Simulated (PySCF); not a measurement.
# Correlation energy of Co (cobalt, neutral)

[Ar] 3d6 4s2 4p1, one real determinant (an excited configuration). Computed with PySCF 2.14 in dyall-av2z (16s12p7d2f, 101 functions), with the non-relativistic Hamiltonian (point nucleus). Frozen: [Ar]; 9 electrons correlated; the 33 highest virtual orbitals of each spin left out.

```json
{"level": "CCSD", "correlation energy (mhartree)": "-189.94"}
{"level": "(T)", "correlation energy (mhartree)": "-27.81"}
{"level": "CCSD(T)", "correlation energy (mhartree)": "-217.75"}
```

Diagnostics: T1 = 0.044, D1 = 0.1770, largest double amplitude 0.272.

Task: Is a single reference adequate?

Result: Not fully. The real determinant used has ⟨L²⟩ near 8 against 12 for a pure F term, so it mixes terms. T1 exceeds 0.03, a sign that the reference determinant is poor. A double-excitation amplitude exceeds 0.15, a sign of near-degeneracy.

The reference is one real determinant that mixes LS terms of this configuration.
